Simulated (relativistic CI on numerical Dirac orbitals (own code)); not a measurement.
**One change at a time: Pr LVI**

Base calculation: Dirac-Coulomb-Breit CI, orbitals from a KLI potential per configuration, a model potential for QED, unscaled Slater integrals.

Configuration list (outside the closed core 1s2): 2s2, 2s 2p, 2p2, 2p 3s, 2p 3p, 2s 3s, 2s 3p, 2s 3d, 2s 4s, 2s 4p, 2s 4d, 2s 4f, 3s2, 3s 3p, 3p2. Levels of other configurations are missing.

Variants: (1) non-relativistic limit. Shifts of the energy above 2s2 1S_0, in eV, for the lowest level and the first level of each name with at least 55 % of one term (blank where a level changes its place among those of its configuration and J or its character, or is not in the variant):

```csv
Level,Base,Δ(1)
2s2 1S_0,0.00,0.00
2s 2p 3P°_0,119.01,-18.63
2s 2p 3P°_1,145.21,-44.83
2p2 3P_0,343.00,-84.50
2s 2p 3P°_2,657.11,-556.73
2s 2p 1P°_1,727.78,-534.87
2p2 3P_1,848.44,-589.94
2p2 1D_2,865.19,
2p2 3P_2,1396.41,
2p2 1S_0,1449.86,-1091.16
2s 3s 3S_1,6579.46,-428.81
2s 3s 1S_0,6603.84,-433.33
2s 3p 3P°_0,6637.20,-436.17
2s 3p 3P°_1,6638.11,
2p 3s 3P°_1,6728.78,-452.76
2p 3s 3P°_0,6730.19,-454.17
2p 3p 3D_1,6764.03,
2s 3p 3P°_2,6795.56,-594.52
2p 3p 3P_0,6804.33,-478.86
2s 3p 1P°_1,6804.57,
2s 3d 3D_1,6824.12,-597.30
2s 3d 3D_2,6826.87,-600.06
```

At this charge energies of transitions that change n are usually good to better than 1 %, and those within a shell (Δn = 0) to a few per cent.

Ionisation energy from the two ground configurations alone: base 11640.4 eV. The NIST ASD value (theoretical) is 11641 eV.

LS names give the leading component of a level, which can be under half, so a name can repeat, a term be missing and a line seem to break the LS rules.
